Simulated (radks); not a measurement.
Valence configurations of Hg. Method: Dirac Kohn-Sham, LDA (Slater exchange, Perdew-Wang correlation), spin-unpolarised, spherical densities, point nucleus; open shells fill j = l - 1/2 first; computed with a radial shooting solver on a logarithmic mesh with Libxc functionals. Energies are relative to [Hg]; eigenvalues in eV.

valence,E (eV),e(4f5/2),e(4f7/2),e(5d3/2),e(5d5/2),e(6p1/2)
[Hg],0.000,-98.380,-94.183,-11.215,-9.365,-
[Xe] 4f14 5d10 6s1 6p1,5.520,-100.05,-95.857,-12.826,-10.956,-2.635
[Xe] 4f14 5d10 6p2,11.314,-101.51,-97.310,-14.205,-12.315,-3.320
[Xe] 4f14 5d9 6s2 6p1,8.832,-103.30,-99.104,-15.079,-13.113,-3.046
[Xe] 4f14 5d9.5 6s2 6p0.5,4.109,-100.85,-96.657,-13.182,-11.274,-2.445
[Xe] 4f13 5d10 6s2 6p1,100.23,-115.57,-111.24,-16.511,-14.378,-3.050
[Xe] 4f13.5 5d10 6s2 6p0.5,48.144,-106.89,-102.63,-13.848,-11.857,-2.439
[Xe] 4f14 5d8 6s2 6p2,20.143,-108.20,-104.00,-18.757,-16.676,-4.118
[Xe] 4f12 5d10 6s2 6p2,216.66,-133.43,-128.97,-21.959,-19.544,-4.175
[Xe] 4f13 5d10 6s1 6p2,106.55,-117.02,-112.70,-17.881,-15.731,-3.723

NIST lists [Hg] as the ground configuration; this level of theory agrees among the configurations tried. The energies are those of spherical spin-averaged densities, not of single terms.
